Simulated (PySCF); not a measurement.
Two-component Hartree-Fock for Cr(2+) (chromium, charge +2)

Start: [Ar] 3d4; 3d3/2 filled at m_j = -3/2, -1/2, +1/2, +3/2. Calculated with PySCF 2.14 in x2c-TZVPall-2c: generalised Hartree-Fock with the X2C-1e Hamiltonian and a Gaussian nucleus; one run each with spin-orbit coupling (SO) switched off, then screened by Boettger's factors.

```tsv
spinor shell	electrons	ε, spin-free (eV)	ε, screened SO (eV)	weight of nominal j (screened SO)	rms radius, screened SO (bohr)
1s1/2	2	-6064.5	-6064.4	1.000	0.0734
2s1/2	2	-745.72	-745.70	1.000	0.316
2p1/2	2	-626.99	-633.34	0.980	0.286
3s1/2	2	-113.51	-113.50	1.000	0.965
3p1/2	2	-78.449	-79.957	0.657	1.04
3p3/2	4	-78.449	-77.692	0.828	1.04
3d3/2	4	-32.364	-32.368	0.510	1.33
```

Task: Where does 2p3/2 lie, and what is the 2p spin-orbit splitting (screened SO)?

Result: At -623.85 eV, 9.494 eV above 2p1/2.

```tsv
quantity	spin-free	screened SO
E (hartree)	-1048.86156	-1048.87444
M_J	0	0
⟨J²⟩	4.004	3.942
⟨L²⟩	6.004	6.003
⟨S²⟩	6.000	5.999
```

The determinant has a definite M_J but mixes levels of different J.

Each row is a mean over spinors that exchange with the open shell spreads, by up to 12.521 eV (3p3/2).

Rows whose weight is well below 1 are mixtures of j = l ± 1/2: exchange outweighs spin-orbit coupling there, and the label is only the starting occupation.

Without spin-orbit coupling the j labels of p, d and f shells carry no meaning; the spin-free column gives the mean over the occupied spinors of each nl shell, and its ⟨J²⟩ belongs to a mixture of degenerate components.
